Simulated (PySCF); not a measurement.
PySCF input (M06-2X/6-311+G**):

```python
from pyscf import gto, dft

mol = gto.M(
    atom='''
    Na   -0.00000000   -0.00000000   -1.12369133
    F     0.00000000    0.00000000    1.37340051
    ''',
    basis='6-311+g**',
    charge=1,
    spin=1,
    symmetry='C2v',
    verbose=4,
)

mf = dft.UKS(mol, xc='m062x')
mf.grids.level = 4
mf.conv_tol = 1e-9
mf.max_cycle = 100
mf.max_memory = 1500
mf.kernel()
if not mf.converged:
    mf = mf.newton()
    mf.kernel(mf.make_rdm1())
mf.dip_moment()
```

From the last part of the output:

```
    S. Lehtola, C. Steigemann, M. J. T. Oliveira, and M. A. L. Marques,  SoftwareX 7, 1–5 (2018)
XC functionals = m062x
    Y. Zhao and D. G. Truhlar,  Theor. Chem. Acc. 120, 215 (2008)
    Y. Zhao and D. G. Truhlar,  Theor. Chem. Acc. 120, 215 (2008)
radial grids:
    Treutler-Ahlrichs [JCP 102, 346 (1995); DOI:10.1063/1.469408] (M4) radial grids

becke partition: Becke, JCP 88, 2547 (1988); DOI:10.1063/1.454033
pruning grids: <function nwchem_prune>
grids dens level: 4
symmetrized grids: C2v
atomic radii adjust function: <function treutler_atomic_radii_adjust>
small_rho_cutoff = 0
Freeze 0 electrons in irreps []
    19 free electrons in irreps A1 A2 B1 B2
Set gradient conv threshold to 3.16228e-05
tot grids = 56224
init E= -261.798059815668
alpha HOMO (B1) = -0.538253956180552  LUMO (A1) = -0.092457484754246
beta  HOMO (B1) = -0.538253956180551  LUMO (B2) = -0.538253956180552

WARN: HOMO -0.538253956180551 >= LUMO -0.538253956180552

WARN: alpha-B1 HOMO -0.538253956180552 > system LUMO -0.538253956180552

WARN: alpha-B2 HOMO -0.538253956180552 > system LUMO -0.538253956180552

WARN: beta-B1 HOMO -0.538253956180551 > system LUMO -0.538253956180552

WARN: beta-B2 LUMO -0.538253956180552 < system HOMO -0.538253956180551

cycle= 1 E= -261.773450197309  delta_E= 0.0246  |g|= 0.143  |ddm|= 0.672
alpha HOMO (B1) = -0.834443274394007  LUMO (A1) = -0.237366421326726
beta  HOMO (B1) = -0.800651462624909  LUMO (B2) = -0.432009799480223
  HOMO = -0.800651462625  LUMO = -0.43200979948  gap/eV = 10.03125
cycle= 2 E= -261.778948252345  delta_E= -0.0055  |g|= 0.0978  |ddm|= 0.0977
alpha HOMO (B1) = -0.79276661955555  LUMO (A1) = -0.236119152220738
beta  HOMO (B1) = -0.756784453802484  LUMO (B2) = -0.388976400580417
  HOMO = -0.756784453802  LUMO = -0.38897640058  gap/eV = 10.00857
cycle= 3 E= -261.781319039087  delta_E= -0.00237  |g|= 0.0122  |ddm|= 0.0405
alpha HOMO (B1) = -0.795576044726228  LUMO (A1) = -0.235726995455849
beta  HOMO (B1) = -0.756204702604407  LUMO (B2) = -0.386876435710433
  HOMO = -0.756204702604  LUMO = -0.38687643571  gap/eV = 10.04993
cycle= 4 E= -261.781401660398  delta_E= -8.26e-05  |g|= 0.00342  |ddm|= 0.00831
alpha HOMO (B1) = -0.795641299776364  LUMO (A1) = -0.235727420356
beta  HOMO (B1) = -0.755341210388628  LUMO (B2) = -0.386204732617902
  HOMO = -0.755341210389  LUMO = -0.386204732618  gap/eV = 10.04472
cycle= 5 E= -261.781406227163  delta_E= -4.57e-06  |g|= 0.00138  |ddm|= 0.00205
alpha HOMO (B1) = -0.796144118377485  LUMO (A1) = -0.235695831528091
beta  HOMO (B1) = -0.755375931943887  LUMO (B2) = -0.386374598926894
  HOMO = -0.755375931944  LUMO = -0.386374598927  gap/eV = 10.04104
cycle= 6 E= -261.781406956501  delta_E= -7.29e-07  |g|= 0.000183  |ddm|= 0.000871
alpha HOMO (B1) = -0.796167618591528  LUMO (A1) = -0.235696926705913
beta  HOMO (B1) = -0.755309198667311  LUMO (B2) = -0.38636121517246
  HOMO = -0.755309198667  LUMO = -0.386361215172  gap/eV = 10.03959
cycle= 7 E= -261.781406977765  delta_E= -2.13e-08  |g|= 3.39e-05  |ddm|= 0.000151
alpha HOMO (B1) = -0.796173588293948  LUMO (A1) = -0.235698362445106
beta  HOMO (B1) = -0.755298515588065  LUMO (B2) = -0.386359140328369
  HOMO = -0.755298515588  LUMO = -0.386359140328  gap/eV = 10.03935
cycle= 8 E= -261.781406978729  delta_E= -9.64e-10  |g|= 5.2e-06  |ddm|= 3.42e-05
alpha HOMO (B1) = -0.796175684270445  LUMO (A1) = -0.235698281620415
beta  HOMO (B1) = -0.755299911421059  LUMO (B2) = -0.386360446631456
  HOMO = -0.755299911421  LUMO = -0.386360446631  gap/eV = 10.03935
Extra cycle  E= -261.781406978749  delta_E= -2.02e-11  |g|= 2.32e-06  |ddm|= 4.02e-06
converged SCF energy = -261.781406978749  <S^2> = 0.75162461  2S+1 = 2.001624

WARN: System has nonzero charge 1; the dipole moment is origin-dependent.
Location of origin: [0. 0. 0.]

Dipole moment(X, Y, Z, Debye):  0.00000,  0.00000, -5.10156
```

The dipole moment of an ion depends on the origin.
